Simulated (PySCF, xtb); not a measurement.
CH₅ClFNOSi, SMILES CO[Si](N)(F)Cl.

Geometry optimised at B3LYP-D3(BJ)/def2-SVP. This is a generated structure with no PubChem entry under its InChIKey; it may be hypothetical. One conformer was computed; it need not be the lowest.

These are IEF-PCM-PBE0/def2-SVP run with PySCF values and carry that method's errors.

The values are the electrostatic part of the solvation free energy, E(continuum) − E(gas) at the gas-phase geometry, in a cavity of scaled van der Waals radii (PySCF's table); cavitation and dispersion terms are not included. In vacuum the orbital gap is 9.26 eV. The dipole moment in vacuum is 3.17 D.

Computed values in water (ε = 78.36), chlorobenzene (ε = 5.70), acetonitrile (ε = 35.69):
| solvent | ε | ΔG(elec) (kcal/mol) | dipole (D) | gap (eV) |
|---|---|---|---|---|
| water | 78.36 | -6.1 | 3.82 | 9.30 |
| chlorobenzene | 5.70 | -4.7 | 3.67 | 9.31 |
| acetonitrile | 35.69 | -6.0 | 3.81 | 9.30 |

For comparison, GFN2-xTB/ALPB(water) (xtb, at the GFN2-xTB geometry, all terms of that model) gives -5.0 kcal/mol.
